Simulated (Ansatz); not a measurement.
Start from `C[O][Ga]([OH])[F]` and change one atom or group to get `C[O][Ga]([OH])[SH]`.

Ansatz, PBE0-D4/def2-TZVP geometries, multiplicity 1. Each molecule was computed in one conformer, which needn't be the lowest.

Scalar relativity is left out up to krypton.

```json
{"property": "LUMO energy (PBE/def2-TZVPP) / eV", "`C[O][Ga]([OH])[F]`": "-2.20"}
{"property": "LUMO energy (PBE0/def2-TZVPP) / eV", "`C[O][Ga]([OH])[F]`": "-1.21"}
{"property": "size of the dipole moment (B3LYP/def2-TZVPP) / D", "`C[O][Ga]([OH])[F]`": "2.20"}
{"property": "HOMO energy (PBE0/def2-TZVPP) / eV", "`C[O][Ga]([OH])[F]`": "-8.35"}
{"property": "HOMO–LUMO gap (ωB97M-V/def2-TZVPP) / eV", "`C[O][Ga]([OH])[F]`": "11.41"}
{"property": "HOMO energy (PBE/def2-TZVPP) / eV", "`C[O][Ga]([OH])[F]`": "-6.77"}
```

(1) What does the change do to each property? (Best estimate.)

## Answers

(1) Ansatz gave: 
```tsv
property	`C[O][Ga]([OH])[SH]`	shift
LUMO energy (PBE/def2-TZVPP) / eV	-1.69	0.51
LUMO energy (PBE0/def2-TZVPP) / eV	-0.75	0.46
size of the dipole moment (B3LYP/def2-TZVPP) / D	0.68	-1.52
HOMO energy (PBE0/def2-TZVPP) / eV	-7.79	0.56
HOMO–LUMO gap (ωB97M-V/def2-TZVPP) / eV	11.08	-0.33
HOMO energy (PBE/def2-TZVPP) / eV	-6.39	0.38
```

With PBE0 the HOMO rises by 0.56 eV and the LUMO rises by 0.46 eV, so the gap narrows by about 0.10 eV. PBE moves the HOMO by 0.38 eV and ωB97M-V by 0.74 eV. Dipoles are sizes alone; their direction can turn.

B3LYP here is the variant with VWN-RPA as its local correlation; programs differ in this.

Positive LUMOs are unbound, so they and the gaps depend on the basis.
